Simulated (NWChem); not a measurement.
Molecule: SnN$_{3}$H$_{7}$; SMILES [NH2][SnH]([NH2])[NH2]

```xyz
11

Sn     0.0260     0.0227    -0.2411
N      0.3726     1.9040     0.5577
N      1.3215    -1.4166     0.4693
N     -1.7776    -0.6968     0.4845
H      0.2868     0.1569    -1.9569
H     -0.0809     1.9978     1.4776
H     -0.0306     2.6394    -0.0399
H      2.2898    -1.1802     0.2115
H      1.2998    -1.4337     1.4988
H     -2.5731    -0.1733     0.0932
H     -1.9061    -1.6752     0.1880
```
Atoms are numbered in this order, from 1.

All runs: NWChem. Geometry: optimised at PBE-D3(BJ)/def2-SVP. Not confirmed as a minimum by frequencies. def2 effective core potentials on Sn; no spin-orbit coupling.

Problem. Estimate the computed values for PBE/def2-SVP (core potentials). Quantities: highest occupied level (eV); orbital gap (eV); dipole (D).

Solution. highest occupied level (eV): -5.44
orbital gap (eV): 4.64
dipole (D): 1.37
